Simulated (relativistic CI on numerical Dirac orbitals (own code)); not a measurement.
# Energy levels of La²⁺

Method of calculation: Dirac-Coulomb-Breit CI, separate exchange-only KLI orbitals for each configuration, a model potential for QED, valence Slater integrals scaled by 0.85, P86 correlation estimate, and configurations built on the next ion tied to the tabulated ionisation energy (semi-empirical) (own radial code, finite nucleus).

Configuration list (outside the closed core [Kr] 4d10 5s2): 5p6 5d, 5p6 6s, 5p6 6p, 5p6 6d, 5p6 7s, 5p6 5f, 5p6 6f, 5p6 5g, 5p6 7p, 5p6 7d, 5p5 5d2, 5p6 7f, 5p5 4f2, 5p4 5d3, 5p4 5d 4f2, 5p5 5d 5f. Levels of other configurations are missing.

The lowest level is 5p6 5d 2D_3/2, with 98 % of that term; Hund's rules for 5p6 5d give 2D with J = 3/2, in agreement.

| No. | Configuration | Term | J | E (cm⁻¹) | % | jj configuration (%) |
| --- | --- | --- | --- | --- | --- | --- |
| 1 | 5p6 5d | 2D | 3/2 | 0.0 | 98 | 5d3/2 (98) |
| 2 | 5p6 5d | 2D | 5/2 | 1356.9 | 98 | 5d5/2 (98) |
| 3 | 5p6 6s | 2S | 1/2 | 16882.0 | 100 | 6s (100) |
| 4 | 5p6 6p | 2P° | 1/2 | 43893.7 | 100 | 6p1/2 (100) |
| 5 | 5p6 6p | 2P° | 3/2 | 46661.9 | 100 | 6p3/2 (100) |
| 6 | 5p6 6d | 2D | 3/2 | 82616.2 | 100 | 6d3/2 (100) |
| 7 | 5p6 7s | 2S | 1/2 | 83020.9 | 100 | 7s (100) |
| 8 | 5p6 6d | 2D | 5/2 | 83035.9 | 100 | 6d5/2 (100) |
| 9 | 5p6 5f | 2F° | 5/2 | 92937.5 | 100 | 5f5/2 (100) |
| 10 | 5p6 5f | 2F° | 7/2 | 93009.4 | 100 | 5f7/2 (100) |
| 11 | 5p6 7p | 2P° | 1/2 | 93943.7 | 100 | 7p1/2 (100) |
| 12 | 5p6 7p | 2P° | 3/2 | 95037.3 | 100 | 7p3/2 (100) |
| 13 | 5p6 7d | 2D | 3/2 | 110997.4 | 100 | 7d3/2 (100) |
| 14 | 5p6 7d | 2D | 5/2 | 111193.2 | 100 | 7d5/2 (100) |
| 15 | 5p6 5g | 2G | 9/2 | 115030.3 | 100 | 5g9/2 (100) |
| 16 | 5p6 5g | 2G | 7/2 | 115030.5 | 100 | 5g7/2 (100) |
| 17 | 5p6 6f | 2F° | 5/2 | 115616.1 | 100 | 6f5/2 (100) |
| 18 | 5p6 6f | 2F° | 7/2 | 115661.8 | 100 | 6f7/2 (100) |
| 19 | 5p6 7f | 2F° | 5/2 | 127753.6 | 100 | 7f5/2 (100) |
| 20 | 5p6 7f | 2F° | 7/2 | 127784.5 | 100 | 7f7/2 (100) |

Energies count from the lowest computed level; ° marks odd parity. Filled j subshells are mostly left out of the jj labels.

The mean weight of the leading LS term, summed over parents, in these 20 levels is 100 %, and that of the leading jj configuration (from the same eigenvectors) 100 %.

Configurations that consist of the next ion and one excited electron were tied to the tabulated ionisation energy; Rydberg ones are usually within 1,000 to 3,000 cm⁻¹ and the lowest ones within about 6,000 (9,000 in d shells), while levels on excited terms of the next ion carry the error of that term, and the other configurations can be misplaced by 10,000 cm⁻¹ or more. Rates follow the energies as ν³ (E1, M1) or ν⁵ (E2), so rates, branching and lifetimes can be off by large factors. The fine structure of a lone outer electron comes out too small, for d and f at times inverted, and misplaced configurations move strength between like terms. 13 of the 22 excited levels that our extract of the measured tables holds in this range could be paired (the sources list more); they are missed by 721 cm⁻¹ on average and 3291 at most, and levels without a partner can miss by more.
